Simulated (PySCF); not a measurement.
A structure optimised at PBE-D3(BJ)/def2-SVP, used in a PySCF frequency run:

```xyz
13

C     -0.1742    -1.4482     2.4824
C     -0.0806    -0.7410     1.4813
Si     0.0661     0.3488     0.0000
C     -1.2494     1.6696     0.0000
O      1.5473     1.1417     0.0000
C     -0.0806    -0.7410    -1.4813
C     -0.1742    -1.4482    -2.4824
H     -0.2583    -2.0728     3.3625
H     -1.1490     2.3072     0.9008
H     -1.1490     2.3072    -0.9008
H     -2.2587     1.2131     0.0000
H      2.3233     0.5542     0.0000
H     -0.2583    -2.0728    -3.3625
```
Charge 0, spin multiplicity 1.

Problem. Write its SMILES, formula and point group.

Solution. C#C[Si](C)(O)C#C, C₅H₆OSi, Cs

Problem. What are its rotational constants (standard atomic weights)?

Solution. 2.3634, 1.7069, 1.3730 GHz
